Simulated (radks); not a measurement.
All-electron atom: neutral ruthenium in [Kr] 4d7 5s0.5 5p0.5 (fractional occupations, a model configuration). Calculated with a radial shooting solver on a logarithmic mesh with Libxc functionals: scalar-relativistic Kohn-Sham, BLYP, spin-polarised, spherical densities, point nucleus; open shells are filled with parallel spins first (spin-orbit coupling, left out, can overturn this in heavy ions).

Normalised radial functions P(r) = r R(r), r in bohr:

r         4d down  5s down    5p up
0.002448   0.0000   0.0227   0.0006
0.003894   0.0000   0.0329   0.0013
0.006143   0.0001   0.0454   0.0029
0.009693   0.0005   0.0583   0.0064
0.01529    0.0019   0.0657   0.0137
0.02432    0.0065   0.0554   0.0274
0.03837    0.0206   0.0133   0.0482
0.06054    0.0594  -0.0591   0.0688
0.09552    0.1465  -0.1087   0.0634
0.1519     0.2889  -0.0366  -0.0021
0.2397     0.3869   0.1304  -0.0949
0.3782     0.2312   0.1172  -0.0782
0.5967    -0.2536  -0.1667   0.0952
0.9414    -0.7216  -0.2203   0.1763
1.497     -0.7550   0.2097  -0.0430
2.362     -0.4804   0.5683  -0.3494
3.727     -0.2083   0.5099  -0.4767
5.88      -0.0562   0.2274  -0.3627
9.352     -0.0070   0.0423  -0.1529
14.76     -0.0003   0.0024  -0.0307

4d down: eigenvalue -4.693 eV, 1 radial node at r = 0.483 bohr, <r> = 1.73 bohr, 90 % of the charge inside 2.88 bohr. 5s down (empty): eigenvalue -4.172 eV, 4 radial nodes at r = 0.0422, 0.169, 0.467, 1.24 bohr, <r> = 3.43 bohr, 90 % of the charge inside 5.23 bohr. 5p up: eigenvalue -1.484 eV, 3 radial nodes at r = 0.150, 0.477, 1.41 bohr, <r> = 4.90 bohr, 90 % of the charge inside 7.75 bohr.
